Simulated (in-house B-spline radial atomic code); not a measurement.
A fraction x of an electron is moved 4p → 4f in Se IV (Se3+), starting from [Ar] 3d10 4s2 4p1 and keeping the highest spin. Method: scalar-relativistic (X2C) revTPSS, spin-polarised, spherical fractional occupations, Fermi nucleus of rms radius 4.14 fm. Calculated with a radial B-spline atomic code at the basis-set limit.

```json
{"x": "0", "E(x) - E(0) (eV)": "0.0000", "4p up level (eV)": "-37.043", "4f up level (eV)": "-"}
{"x": "0.125", "E(x) - E(0) (eV)": "3.4357", "4p up level (eV)": "-37.613", "4f up level (eV)": "-9.981"}
{"x": "0.25", "E(x) - E(0) (eV)": "?", "4p up level (eV)": "?", "4f up level (eV)": "?"}
{"x": "0.375", "E(x) - E(0) (eV)": "10.4131", "4p up level (eV)": "-38.700", "4f up level (eV)": "-10.570"}
{"x": "0.5", "E(x) - E(0) (eV)": "13.9398", "4p up level (eV)": "-39.206", "4f up level (eV)": "-10.911"}
{"x": "0.625", "E(x) - E(0) (eV)": "?", "4p up level (eV)": "?", "4f up level (eV)": "?"}
{"x": "0.75", "E(x) - E(0) (eV)": "21.0503", "4p up level (eV)": "-40.123", "4f up level (eV)": "-11.541"}
{"x": "0.875", "E(x) - E(0) (eV)": "24.6312", "4p up level (eV)": "-40.535", "4f up level (eV)": "-11.824"}
{"x": "1", "E(x) - E(0) (eV)": "28.2276", "4p up level (eV)": "-", "4f up level (eV)": "-12.090"}
```

Question: What belongs in the row x = 0.25?

Answer: An energy change of 6.9091 eV; 4p up at -38.167 eV, 4f up at -10.243 eV.

Question: What belongs in the row x = 0.625?

Answer: An energy change of 17.4861 eV; 4p up at -39.680 eV, 4f up at -11.237 eV.

Question: Check Janak's theorem between x = 0.375 and 0.5.

Answer: The slope of the energy is 28.21 eV; the orbital levels give 28.21 eV (ε of the receiving orbital less ε of the emptying one, averaged over the two points).
